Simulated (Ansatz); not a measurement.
Pulling on the Ge1–S2 bond in GeS (multiplicity 1 held). Energies count from the point at 2.028 Å.


Restricted levels (R-, RO-) in cc, def2 and unpolarised 6-31G sets keep to the state of the molecule at rest. Unrestricted levels (U-) break spin symmetry where that is lower. Left out are points that failed, MP2 points that dive below the minimum, coupled-cluster points behind a jump of the amplitudes or a sharp parting from full CI or MRCI, small-basis points behind a change of solution, and semi-empirical points at long bonds. Levels need not reach the same state.

Cores are frozen in the correlated methods. Filled d and f shells under p-block atoms count as core.

Codes used: Ansatz (Gaussian orbitals). Each number belongs to the level named beside it.

Energies in kcal/mol.

```csv
R (Å),R-PBE/def2-TZVPP,R-B3LYP/def2-TZVPP,R-wB97X-V/def2-TZVPP,U-wB97X-V/def2-TZVPP,U-SCS-MP2/def2-TZVPP
1.623,99.1,97.5,91.0,91.0,102.6
1.826,18.5,17.4,13.7,13.7,18.8
2.028,0.0,0.0,0.0,0.0,0.0
2.231,8.3,9.6,14.1,14.1,21.3
2.434,27.0,29.6,39.0,39.0,51.9
2.738,58.6,63.4,80.5,73.9,78.5
3.043,86.9,93.8,117.7,96.3,104.3
3.550,121.3,131.7,156.6,118.5,121.0
4.057,142.4,156.0,173.7,127.2,125.8
4.666,156.5,173.1,183.8,131.1,127.1
5.477,165.1,185.7,189.5,131.9,127.7
6.491,169.2,192.5,191.3,left out,127.9
8.114,170.9,197.0,191.7,132.2,128.0
```

Doubts at one or more of the structures used: a restricted determinant that unrestricted orbitals would lower (R-PBE/def2-TZVPP, R-B3LYP/def2-TZVPP, R-wB97X-V/def2-TZVPP); a spin-contaminated determinant (U-wB97X-V/def2-TZVPP, U-SCS-MP2/def2-TZVPP).

Ansatz is a quantum-chemistry and plane-wave program.
